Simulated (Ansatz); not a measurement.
Consider the redistribution: `[SiH3][O][InH][Br]` + `[OH][GeH]([F])[F]` → `[OH][InH][Br]` + `[F][GeH]([F])[O][SiH3]`.

Program: Ansatz. Geometries: PBE0-D4/def2-TZVP. ΔE: electronic, gas phase. CCSD(T)/CBS adds triple-zeta CCSD(T) − MP2 to the extrapolated MP2 energy (def2 sets, frozen cores). DFT in def2-TZVPP. def2 core potentials past Kr. For Br, Ge, In outer-core shells are correlated without core-valence functions, which leaves a few kJ/mol of doubt a bond. Scalar relativity is left out up to krypton. Each species was taken in one conformer, which may not be the lowest.

```tsv
species	r2SCANh-D4 energy (Eh)
`[SiH3][O][InH][Br]`	-3131.53220
`[OH][GeH]([F])[F]`	-2353.20374
`[OH][InH][Br]`	-2840.81692
`[F][GeH]([F])[O][SiH3]`	-2643.91460
```

**Question.** Work out ΔE.

**Answer.** ΔE = (-2840.81692) + (-2643.91460) − (-3131.53220) − (-2353.20374) = 0.00442 Eh = +11.6 kJ/mol. CCSD(T)/CBS gives +10.9 kJ/mol.

Largest T1 diagnostic among the species: 0.014.

At CCSD(T), def2-SVP lies +3.6 kJ/mol from the extrapolated value and def2-TZVPP +0.7 kJ/mol. Leaving LDA and LC-ωPBE aside and taking each functional with its dispersion term where it has one, the values, not all of them listed here, spread over 3.6 kJ/mol, from BLYP-D4 to B97M-V.
